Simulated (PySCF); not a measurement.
Members of one series of related molecules.

All values: PBE0/pcSseg-1 (PySCF) at GFN2-xTB geometries, gas phase, one conformer each.

(1) Rank by dipole moment, highest first.
A. `[CH3:1][Si@:2]([NH2:3])([OH:4])[NH:5][CH2:6][CH2:7][CH2:8][SiH3:9]` with C1–Si2–N3–H -118° and 17°, C1–Si2–O4–H -69°, C1–Si2–N5–C6 162°, Si2–N5–C6–C7 97°, N5–C6–C7–C8 -72°
B. `[CH3:1][Si@@:2]([NH2:3])([OH:4])[NH:5][CH2:6][CH2:7][C:8]#[N:9]` with C1–Si2–N3–H 64° and -69°, C1–Si2–O4–H -177°, C1–Si2–N5–C6 -58°, Si2–N5–C6–C7 87°, N5–C6–C7–C8 179°
C. `[CH3:1][Si@@:2]([NH2:3])([OH:4])[NH:5][CH2:6][CH2:7][NH:8][SiH3:9]` with C1–Si2–N3–H 73° and -60°, C1–Si2–O4–H 174°, C1–Si2–N5–C6 173°, Si2–N5–C6–C7 -112°, N5–C6–C7–N8 58°
D. `[CH3:1][C:2]#[C:3][CH2:4][CH2:5][NH:6][Si@:7]([CH3:8])([NH2:9])[OH:10]` with C3–C4–C5–N6 180°, C4–C5–N6–Si7 89°, C5–N6–Si7–C8 -56°, N6–Si7–N9–H 60° and -168°, N6–Si7–O10–H 56°
E. `[CH3:1][NH:2][CH2:3][CH2:4][NH:5][Si@:6]([CH3:7])([NH2:8])[OH:9]` with C1–N2–C3–C4 -177°, N2–C3–C4–N5 61°, C3–C4–N5–Si6 79°, C4–N5–Si6–C7 -107°, N5–Si6–N8–H -54° and 78°
F. `[CH3:1][Si@:2]([NH2:3])([OH:4])[NH:5][CH2:6][CH2:7][NH2:8]` with C1–Si2–N3–H -172° and 55°, C1–Si2–O4–H 63°, C1–Si2–N5–C6 38°, Si2–N5–C6–C7 63°, N5–C6–C7–N8 49°

Results:

(1) B (5.31 D), F (2.14 D), A (1.73 D), D (1.39 D), C (1.07 D), E (0.72 D).

All values together:

```json
{"SMILES": "CCN[Si@@](C)(N)O", "change": "parent", "formula": "C3H12N2OSi", "μ (D)": "0.50", "HOMO (eV)": "-6.62", "LUMO (eV)": "1.11", "lowest IAO charge (e)": "-0.858 (N)", "highest IAO charge (e)": "+1.416 (Si)", "lowest Hirshfeld charge (e)": "-0.328 (O)", "highest Hirshfeld charge (e)": "+0.484 (Si)"}
{"SMILES": "CC(=O)CCN[Si@@](C)(N)O", "change": "H on C replaced by COCH3", "formula": "C5H14N2O2Si", "μ (D)": "3.75", "HOMO (eV)": "-6.61", "LUMO (eV)": "-0.11", "lowest IAO charge (e)": "-0.866 (N)", "highest IAO charge (e)": "+1.422 (Si)", "lowest Hirshfeld charge (e)": "-0.318 (N)", "highest Hirshfeld charge (e)": "+0.489 (Si)"}
{"SMILES": "CCCCN[Si@@](C)(N)O", "change": "H on C replaced by C2H5", "formula": "C5H16N2OSi", "μ (D)": "1.15", "HOMO (eV)": "-6.48", "LUMO (eV)": "1.06", "lowest IAO charge (e)": "-0.866 (N)", "highest IAO charge (e)": "+1.422 (Si)", "lowest Hirshfeld charge (e)": "-0.320 (N)", "highest Hirshfeld charge (e)": "+0.486 (Si)"}
{"SMILES": "C[Si@](N)(O)NCCN", "change": "H on C replaced by NH2", "formula": "C3H13N3OSi", "μ (D)": "2.14", "HOMO (eV)": "-6.25", "LUMO (eV)": "0.95", "lowest IAO charge (e)": "-0.862 (N)", "highest IAO charge (e)": "+1.411 (Si)", "lowest Hirshfeld charge (e)": "-0.335 (N)", "highest Hirshfeld charge (e)": "+0.484 (Si)"}
{"SMILES": "C[Si@@](N)(O)NCCC#N", "change": "H on C replaced by CN", "formula": "C4H11N3OSi", "μ (D)": "5.31", "HOMO (eV)": "-7.10", "LUMO (eV)": "0.56", "lowest IAO charge (e)": "-0.861 (N)", "highest IAO charge (e)": "+1.428 (Si)", "lowest Hirshfeld charge (e)": "-0.330 (N)", "highest Hirshfeld charge (e)": "+0.484 (Si)"}
{"SMILES": "C[Si@@](N)(O)NCCCN", "change": "H on C replaced by CH2NH2", "formula": "C4H15N3OSi", "μ (D)": "1.84", "HOMO (eV)": "-6.49", "LUMO (eV)": "1.03", "lowest IAO charge (e)": "-0.856 (N)", "highest IAO charge (e)": "+1.404 (Si)", "lowest Hirshfeld charge (e)": "-0.330 (N)", "highest Hirshfeld charge (e)": "+0.474 (Si)"}
{"SMILES": "C[Si@@](N)(O)NCCN[SiH3]", "change": "H on C replaced by NHSiH3", "formula": "C3H15N3OSi2", "μ (D)": "1.07", "HOMO (eV)": "-6.44", "LUMO (eV)": "0.54", "lowest IAO charge (e)": "-0.860 (N)", "highest IAO charge (e)": "+1.415 (Si)", "lowest Hirshfeld charge (e)": "-0.326 (N)", "highest Hirshfeld charge (e)": "+0.477 (Si)"}
{"SMILES": "C[Si@](N)(O)NCCC(N)=O", "change": "H on C replaced by CONH2", "formula": "C4H13N3O2Si", "μ (D)": "3.97", "HOMO (eV)": "-6.50", "LUMO (eV)": "0.39", "lowest IAO charge (e)": "-0.869 (N)", "highest IAO charge (e)": "+1.422 (Si)", "lowest Hirshfeld charge (e)": "-0.332 (N)", "highest Hirshfeld charge (e)": "+0.473 (Si)"}
{"SMILES": "CCCN[Si@](C)(N)O", "change": "H on C replaced by CH3", "formula": "C4H14N2OSi", "μ (D)": "1.02", "HOMO (eV)": "-6.49", "LUMO (eV)": "1.12", "lowest IAO charge (e)": "-0.869 (N)", "highest IAO charge (e)": "+1.436 (Si)", "lowest Hirshfeld charge (e)": "-0.335 (N)", "highest Hirshfeld charge (e)": "+0.483 (Si)"}
{"SMILES": "CC#CCCN[Si@](C)(N)O", "change": "H on C replaced by propynyl", "formula": "C6H14N2OSi", "μ (D)": "1.39", "HOMO (eV)": "-6.51", "LUMO (eV)": "0.98", "lowest IAO charge (e)": "-0.861 (N)", "highest IAO charge (e)": "+1.427 (Si)", "lowest Hirshfeld charge (e)": "-0.333 (N)", "highest Hirshfeld charge (e)": "+0.481 (Si)"}
{"SMILES": "CNCCN[Si@](C)(N)O", "change": "H on C replaced by NHCH3", "formula": "C4H15N3OSi", "μ (D)": "0.72", "HOMO (eV)": "-6.21", "LUMO (eV)": "1.13", "lowest IAO charge (e)": "-0.865 (N)", "highest IAO charge (e)": "+1.423 (Si)", "lowest Hirshfeld charge (e)": "-0.338 (N)", "highest Hirshfeld charge (e)": "+0.488 (Si)"}
{"SMILES": "C[Si@](N)(O)NCCC[SiH3]", "change": "H on C replaced by CH2SiH3", "formula": "C4H16N2OSi2", "μ (D)": "1.73", "HOMO (eV)": "-6.49", "LUMO (eV)": "0.91", "lowest IAO charge (e)": "-0.864 (N)", "highest IAO charge (e)": "+1.425 (Si)", "lowest Hirshfeld charge (e)": "-0.311 (N/O)", "highest Hirshfeld charge (e)": "+0.492 (Si)"}
```

Conformers: `[CH3:1][CH2:2][NH:3][Si@@:4]([CH3:5])([NH2:6])[OH:7]` with C1–C2–N3–Si4 -78°, C2–N3–Si4–C5 -51°, N3–Si4–N6–H 58° and -171°, N3–Si4–O7–H 56°; `[CH3:1][C:2](=[O:3])[CH2:4][CH2:5][NH:6][Si@@:7]([CH3:8])([NH2:9])[OH:10]` with C1–C2–C4–C5 92°, C2–C4–C5–N6 -173°, C4–C5–N6–Si7 81°, C5–N6–Si7–C8 178°, N6–Si7–N9–H 141° and -86°; `[CH3:1][CH2:2][CH2:3][CH2:4][NH:5][Si@@:6]([CH3:7])([NH2:8])[OH:9]` with C1–C2–C3–C4 178°, C2–C3–C4–N5 -179°, C3–C4–N5–Si6 81°, C4–N5–Si6–C7 178°, N5–Si6–N8–H 140° and -85°; `[CH3:1][Si@:2]([NH2:3])([OH:4])[NH:5][CH2:6][CH2:7][NH2:8]` with C1–Si2–N3–H -172° and 55°, C1–Si2–O4–H 63°, C1–Si2–N5–C6 38°, Si2–N5–C6–C7 63°, N5–C6–C7–N8 49°; `[CH3:1][Si@@:2]([NH2:3])([OH:4])[NH:5][CH2:6][CH2:7][C:8]#[N:9]` with C1–Si2–N3–H 64° and -69°, C1–Si2–O4–H -177°, C1–Si2–N5–C6 -58°, Si2–N5–C6–C7 87°, N5–C6–C7–C8 179°; `[CH3:1][Si@@:2]([NH2:3])([OH:4])[NH:5][CH2:6][CH2:7][CH2:8][NH2:9]` with C1–Si2–N3–H -173° and 50°, C1–Si2–O4–H 168°, C1–Si2–N5–C6 -63°, Si2–N5–C6–C7 77°, N5–C6–C7–C8 62°; `[CH3:1][Si@@:2]([NH2:3])([OH:4])[NH:5][CH2:6][CH2:7][NH:8][SiH3:9]` with C1–Si2–N3–H 73° and -60°, C1–Si2–O4–H 174°, C1–Si2–N5–C6 173°, Si2–N5–C6–C7 -112°, N5–C6–C7–N8 58°; `[CH3:1][Si@:2]([NH2:3])([OH:4])[NH:5][CH2:6][CH2:7][C:8]([NH2:9])=[O:10]` with C1–Si2–N3–H 65° and -66°, C1–Si2–O4–H 180°, C1–Si2–N5–C6 -93°, Si2–N5–C6–C7 78°, N5–C6–C7–C8 -79°; `[CH3:1][CH2:2][CH2:3][NH:4][Si@:5]([CH3:6])([NH2:7])[OH:8]` with C1–C2–C3–N4 178°, C2–C3–N4–Si5 -151°, C3–N4–Si5–C6 52°, N4–Si5–N7–H 80° and -143°, N4–Si5–O8–H -50°; `[CH3:1][C:2]#[C:3][CH2:4][CH2:5][NH:6][Si@:7]([CH3:8])([NH2:9])[OH:10]` with C3–C4–C5–N6 180°, C4–C5–N6–Si7 89°, C5–N6–Si7–C8 -56°, N6–Si7–N9–H 60° and -168°, N6–Si7–O10–H 56°; `[CH3:1][NH:2][CH2:3][CH2:4][NH:5][Si@:6]([CH3:7])([NH2:8])[OH:9]` with C1–N2–C3–C4 -177°, N2–C3–C4–N5 61°, C3–C4–N5–Si6 79°, C4–N5–Si6–C7 -107°, N5–Si6–N8–H -54° and 78°; `[CH3:1][Si@:2]([NH2:3])([OH:4])[NH:5][CH2:6][CH2:7][CH2:8][SiH3:9]` with C1–Si2–N3–H -118° and 17°, C1–Si2–O4–H -69°, C1–Si2–N5–C6 162°, Si2–N5–C6–C7 97°, N5–C6–C7–C8 -72°.

Q: Give the shifts from the parent, `CCN[Si@@](C)(N)O`.

A: 
| SMILES | change in μ (D) | change in HOMO (eV) | change in LUMO (eV) |
| --- | --- | --- | --- |
| CC(=O)CCN[Si@@](C)(N)O | +3.25 | +0.01 | -1.22 |
| CCCCN[Si@@](C)(N)O | +0.65 | +0.14 | -0.05 |
| C[Si@](N)(O)NCCN | +1.64 | +0.37 | -0.16 |
| C[Si@@](N)(O)NCCC#N | +4.81 | -0.48 | -0.55 |
| C[Si@@](N)(O)NCCCN | +1.34 | +0.13 | -0.08 |
| C[Si@@](N)(O)NCCN[SiH3] | +0.57 | +0.18 | -0.57 |
| C[Si@](N)(O)NCCC(N)=O | +3.47 | +0.12 | -0.72 |
| CCCN[Si@](C)(N)O | +0.52 | +0.13 | +0.01 |
| CC#CCCN[Si@](C)(N)O | +0.89 | +0.11 | -0.13 |
| CNCCN[Si@](C)(N)O | +0.22 | +0.41 | +0.02 |
| C[Si@](N)(O)NCCC[SiH3] | +1.23 | +0.13 | -0.20 |
